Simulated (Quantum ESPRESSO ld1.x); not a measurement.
Problem. Ga4+, 27 electrons, occupied as [Ne] 3p6 3d9 4s2 (not the ground configuration). Method: Dirac Kohn-Sham, exchange-only B88, spin-unpolarised, spherical densities, point nucleus; open shells are shared between the two j in proportion to 2j + 1; computed with ld1.x of Quantum ESPRESSO 7.5.

Spin-orbit splittings of the eigenvalues, e(l+1/2) - e(l-1/2), with zeta = 2 splitting/(2l+1) and mean radii in bohr:

shell  occ.  splitting (eV)  zeta (eV)  <r> j=l-1/2  <r> j=l+1/2
2p        6               ?          ?       0.1881       0.1916
3p        6           3.921      2.614       0.6466       0.6558
3d        9          0.5786     0.2314       0.6867       0.6900

Estimate the 2p splitting.

Solution. 27.76 eV (zeta = 18.50 eV).
